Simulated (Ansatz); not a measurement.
A nudged elastic band was laid between two geometries of CH$_{6}$ClSbSi (10 atoms, charge 0, multiplicity 1).

Method: RKS B3LYP-D4/def2-SVP (Ansatz 0.2.0).

* movable images: 7
* climbing image: yes
* spring: 5.0 eV/Å²
* optimiser: quadratic models (default)
* start path: IDPP
* force threshold: 0.03 eV/Å
* iteration limit: 40
* end points: relaxed

First end point:

```xyz
10
Properties=species:S:1:pos:R:3
Cl -0.829 -0.124 2.181
C 0.614 -0.454 1.140
Si 0.101 -0.752 -0.670
Sb -1.051 1.311 -1.754
H 1.293 0.407 1.230
H 1.122 -1.337 1.556
H 1.338 -1.085 -1.445
H -0.820 -1.924 -0.721
H -1.929 1.590 -0.301
H 0.244 2.316 -1.213
```

Last end point:

```xyz
10
Properties=species:S:1:pos:R:3
Cl 0.415 0.434 2.369
C 1.214 -0.454 1.002
Si 0.001 -0.596 -0.462
Sb -0.883 1.801 -0.946
H 2.115 0.114 0.727
H 1.528 -1.436 1.386
H 0.756 -1.123 -1.641
H -1.078 -1.561 -0.107
H -1.710 1.239 -2.353
H -2.274 1.531 0.028
```

Task: Which bonds break or form, and what moves?

Result: No bond is made or broken. The dihedral H8–Si3–Sb4–H10 goes from 172 to 25°.

Task: What energy profile does the band end with?

Result: The forces met the threshold. The highest image is number 4 of 0 to 8, 0.053 eV above the first end and 0.073 eV above the last; the last end lies 0.020 eV below the first. A vibrational analysis at the climbing image gives one clearly imaginary mode, 87i cm⁻¹: a first-order saddle point.

```tsv
image	path coordinate (Å)	energy (eV)	dihedral H8–Si3–Sb4–H10 (°)
0	0.00	0.000	172
1	0.61	0.008	155
2	1.22	0.028	137
3	1.83	0.048	118
4	2.44	0.053	99
5	3.05	0.042	80
6	3.66	0.020	62
7	4.27	-0.006	44
8	4.88	-0.020	25
```

Task: What is the geometry of the highest image?

Result: 
```xyz
10
Properties=species:S:1:pos:R:3
Cl 0.390 0.401 2.244
C 1.126 -0.463 0.836
Si -0.149 -0.741 -0.554
Sb -0.966 1.534 -1.546
H 1.982 0.134 0.489
H 1.512 -1.425 1.206
H 0.541 -1.529 -1.623
H -1.277 -1.557 -0.021
H -2.558 1.274 -0.947
H -0.518 2.319 -0.081
```

Task: What are the harmonic wavenumbers there?

Result: 87i, 72, 121, 215, 298, 422, 528, 544, 614, 648, 758, 767, 833, 843, 940, 1105, 1184, 1417, 1926, 1935, 2194, 2229, 3068, 3136 cm⁻¹.

Time of the run: 3.5 min on 2 threads of Intel(R) Xeon(R) Platinum 8488C (Sapphire Rapids), on a shared host, peak memory 0.27 GiB.
